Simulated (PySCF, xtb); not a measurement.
AuCl, SMILES [Cl][Au], multiplicity 1.

GFN2-xTB (xtb 6.7.1) at its own geometry gives an orbital gap of 3.33 eV and a dipole moment of 4.43 D.

The structure is a stationary point at B3LYP-D3(BJ)/def2-TZVPD. The spin state was assumed, not searched. The def2 effective core potentials stand for the cores of Au; spin–orbit coupling is left out.

Q: What does r2SCAN/def2-TZVPD run with PySCF give? (Estimate from the structure and the level; the computed values follow.)

A: gap 2.39 eV (levels -7.02 and -4.63 eV), dipole 3.60 D.
